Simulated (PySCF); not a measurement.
NMR data simulated for an unnamed compound:

¹H NMR (600 MHz, computed): δ 7.24 (s, 2H), 2.04 (m, 1H), 1.59 (m, 2H), 1.38 (t, 3H).

¹³C{¹H} NMR (computed): δ 211.8 (C), 155.4 (CH), 53.5 (CH), 29.3 (CH2), 14.6 (CH3).

PySCF 2.14.0 with density-fitted response routines calculation with σ from GIAO-PBE0/pcSseg-1 and coordinates at the GFN2-xTB level; rapidly exchanging positions averaged, in vacuum, single conformer, non-relativistic Hamiltonian.

Referencing at the same level of theory: ¹H (σref 31.72) and ¹³C (σref 186.93) vs TMS.

Task: Which of these does the molecule contain: a ketone, a CH3CH2 unit, a non-aromatic C=C double bond, a benzene ring, a heteroaromatic ring, a Si–CH3 group?

Result: 
- A ketone: yes (δC 211.8).
- A CH3CH2 unit: yes (δC 14.6, 29.3; δH 1.38 (t), 1.59 (m)).
- A non-aromatic C=C double bond: yes.
- A benzene ring: no.
- A heteroaromatic ring: no.
- A Si–CH3 group: no.

The data belong to SMILES C1=CC(=O)C(CC)C1=O, C₇H₈O₂; they needn't prove each group on their own.

Carbon signals by region: 1 in the far downfield region (above 160 ppm), 1 in the sp2 and nitrile region (100–160 ppm), 1 at 50–100 ppm, 2 below 50 ppm. Above 160 ppm: 211.8, ketone carbonyl carbon.

Shifts are as computed. Against solution values, carbons near 30 ppm lie about +3 ppm off and those near 130 ppm about +5 ppm. Of 1211 compounds with measured shifts, 218 miss one by over three times the rms of a fit or turn the order of signals round; such compounds aren't used in these exercises. No couplings were computed; multiplicities are counted from neighbouring protons, with m where these are inequivalent, close in shift, in a saturated or five-membered ring or joined by F or P, and br s for small geminal =CH2 splittings.
